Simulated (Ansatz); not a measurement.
Reaction (ligand exchange at a Ga–O bond): `C[O][Ga]([CH3])[F]` + H₂Se → `[CH3][Ga]([F])[SeH]` + CH₃OH

Computed with Ansatz on PBE0-D4/def2-TZVP structures; ΔE is electronic, products minus reactants. CCSD(T)/CBS is the MP2 limit (def2-TZVPP, def2-QZVPP) plus CCSD(T) − MP2 in def2-TZVPP, frozen cores. This one scheme is used for every species. DFT in def2-TZVPP. For Ga, Se outer-core shells are correlated without core-valence functions, which leaves a few kJ/mol of doubt a bond. Scalar relativity is left out up to krypton. One conformer a species, not always the lowest.

```csv
species,BHLYP-D4 energy (Eh)
`C[O][Ga]([CH3])[F]`,-2179.77974
H₂Se,-2402.73586
`[CH3][Ga]([F])[SeH]`,-4466.82812
CH₃OH,-115.70874
```

(1) Work out ΔE.

Largest T1 diagnostic among the species: 0.014.

Answers

(1) ΔE = (-4466.82812) + (-115.70874) − (-2179.77974) − (-2402.73586) = -0.02126 Eh = -55.8 kJ/mol. CCSD(T)/CBS gives -53.8 kJ/mol.

From BLYP to BHLYP (50 % exact exchange), in def2-TZVPP and without D4, ΔE moves by −4.2 kJ/mol. In def2-TZVPP, CCSD(T) changes the Hartree–Fock value by +5.7 kJ/mol (the triples alone add +0.4 kJ/mol) and MP2 by +3.2 kJ/mol.
